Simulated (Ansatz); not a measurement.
Consider the ligand exchange at the Si–O bond: `O[Si](O)(O)[O][Al]([F])[Cl]` + NH₃ → `N[Si](O)(O)O` + `[OH][Al]([F])[Cl]`.

Computed with Ansatz on PBE0-D4/def2-TZVP structures; ΔE is electronic, products minus reactants. CCSD(T)/CBS adds triple-zeta CCSD(T) − MP2 to the extrapolated MP2 energy (def2 sets, frozen cores). This one scheme is used for every species. One conformer a species, not always the lowest.

```json
{"species": "`O[Si](O)(O)[O][Al]([F])[Cl]`", "CCSD(T)/CBS(def2) energy (Eh)": "-1393.61785"}
{"species": "NH₃", "CCSD(T)/CBS(def2) energy (Eh)": "-56.50880"}
{"species": "`N[Si](O)(O)O`", "CCSD(T)/CBS(def2) energy (Eh)": "-572.52479"}
{"species": "`[OH][Al]([F])[Cl]`", "CCSD(T)/CBS(def2) energy (Eh)": "-877.57483"}
```

**Question.** Work out ΔE.

**Answer.** ΔE = (-572.52479) + (-877.57483) − (-1393.61785) − (-56.50880) = 0.02703 Eh = +17.0 kcal/mol.

Largest T1 diagnostic among the species: 0.011.

Leaving LDA and LC-ωPBE aside and taking each functional with its dispersion term where it has one, the values, not all of them listed here, spread over 4.1 kcal/mol, from revPBE-D4 to BHLYP-D4. From BLYP to BHLYP (50 % exact exchange), in def2-TZVPP and without D4, ΔE moves by +2.0 kcal/mol. At CCSD(T), def2-SVP lies +1.2 kcal/mol from the extrapolated value and def2-TZVPP +0.2 kcal/mol.
